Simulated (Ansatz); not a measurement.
`ClC1=CC[SiH2]1` at its PBE0-D4/def2-TZVP geometry, where that method's forces vanish. Total charge 0; spin multiplicity 1.

```json
{"atom": "Cl1", "x (Å)": "-2.608", "y (Å)": "-0.433", "z (Å)": "-1.252"}
{"atom": "C2", "x (Å)": "-1.086", "y (Å)": "-0.182", "z (Å)": "-0.519"}
{"atom": "C3", "x (Å)": "-0.140", "y (Å)": "0.700", "z (Å)": "-0.876"}
{"atom": "C4", "x (Å)": "1.017", "y (Å)": "0.525", "z (Å)": "0.090"}
{"atom": "Si5", "x (Å)": "-0.052", "y (Å)": "-0.824", "z (Å)": "0.887"}
{"atom": "H6", "x (Å)": "-0.178", "y (Å)": "1.412", "z (Å)": "-1.698"}
{"atom": "H7", "x (Å)": "1.945", "y (Å)": "0.200", "z (Å)": "-0.386"}
{"atom": "H8", "x (Å)": "1.225", "y (Å)": "1.410", "z (Å)": "0.695"}
{"atom": "H9", "x (Å)": "0.429", "y (Å)": "-2.228", "z (Å)": "0.793"}
{"atom": "H10", "x (Å)": "-0.551", "y (Å)": "-0.581", "z (Å)": "2.266"}
```

For each bond, give half the difference of the two atoms' forces along it (eV/Å; positive pushes the atoms apart) under PBE-D4, r2SCAN-D4, B3LYP-D4, ωB97M-V in def2-TZVPP. (An estimate is asked.)

Ansatz gave: 
| bond | length (Å) | PBE-D4 | r2SCAN-D4 | B3LYP-D4 | ωB97M-V |
| --- | --- | --- | --- | --- | --- |
| Cl1–C2 | 1.708 | 0.03 | 0.11 | 0.32 | 0.29 |
| C2–C3 | 1.341 | 0.45 | 0.17 | -0.05 | -0.20 |
| C2–Si5 | 1.860 | 0.08 | -0.04 | 0.03 | -0.05 |
| C3–C4 | 1.517 | -0.03 | 0.09 | 0.22 | 0.28 |
| C3–H6 | 1.089 | -0.03 | -0.09 | -0.18 | -0.10 |
| C4–Si5 | 1.897 | 0.10 | 0.05 | 0.21 | 0.08 |
| C4–H7 | 1.093 | 0.09 | -0.03 | -0.10 | -0.12 |
| C4–H8 | 1.093 | 0.09 | -0.03 | -0.10 | -0.12 |
| Si5–H9 | 1.487 | 0.03 | -0.03 | -0.14 | -0.12 |
| Si5–H10 | 1.487 | 0.03 | -0.03 | -0.14 | -0.13 |

B3LYP here is the variant with VWN-RPA as its local correlation; programs differ in this.
